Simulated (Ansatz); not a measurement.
The first iterations of a band of CH4BClN2 (9 atoms, charge 0, multiplicity 1).

Computed with RKS PBE/def2-SVPD in Ansatz 0.2.0.

```
movable images  : 7
climbing image  : from the first iteration
spring          : 5.0 eV/Å²
optimiser       : lbfgs
start path      : through a guess of the saddle point
force threshold : 0.05 eV/Å
iteration limit : 60
end points      : relaxed
```

Image 0:

```xyz
9
Properties=species:S:1:pos:R:3
N -0.229 -0.391 1.664
C 0.573 0.190 0.857
N 0.356 0.267 -0.527
B -0.683 -0.197 -1.383
Cl -2.104 -1.076 -0.833
H 0.123 -0.328 2.627
H 1.520 0.692 1.157
H 1.105 0.762 -1.013
H -0.573 0.035 -2.565
```

Image 8:

```xyz
9
Properties=species:S:1:pos:R:3
N 0.129 -0.216 1.898
C 0.765 0.291 0.917
N 0.433 0.301 -0.460
B -0.657 -0.209 -1.204
Cl -2.014 -1.084 -0.462
H -0.747 -0.673 1.604
H 1.724 0.809 1.115
H 1.135 0.782 -1.026
H -0.679 -0.049 -2.400
```

| iteration | highest image above the first end (eV) | largest band force component (eV/Å) |
| --- | --- | --- |
| 1 | 2.811 | 22.779 |
| 2 | 1.695 | 10.153 |
| 3 | 1.494 | 3.377 |
| 4 | 1.380 | 1.879 |
| 5 | 1.311 | 2.246 |
| 6 | 1.268 | 1.546 |
| 7 | 1.221 | 1.690 |
| 8 | 1.202 | 1.590 |
| 9 | 1.184 | 1.703 |
| 10 | 1.171 | 1.329 |
| 11 | 1.158 | 1.237 |
| 12 | 1.042 | 1.527 |
| 13 | 1.029 | 1.646 |
| 14 | 1.065 | 3.023 |
| 15 | 1.209 | 4.815 |
| 16 | 1.001 | 0.668 |
| 17 | 0.997 | 0.443 |
| 18 | 1.001 | 1.481 |
| 19 | 1.036 | 2.407 |

Q: Does the band converge within its limit, and where does its top end?

A: It converged. It ended after 59 iterations with the highest image 0.915 eV above the first end. The order of the stationary point at the top wasn't checked.

The run took 14 min on 2 threads of Intel(R) Xeon(R) Platinum 8275CL CPU @ 3.00GHz (Skylake/Cascade Lake), on a shared host, peak memory 0.2 GiB.
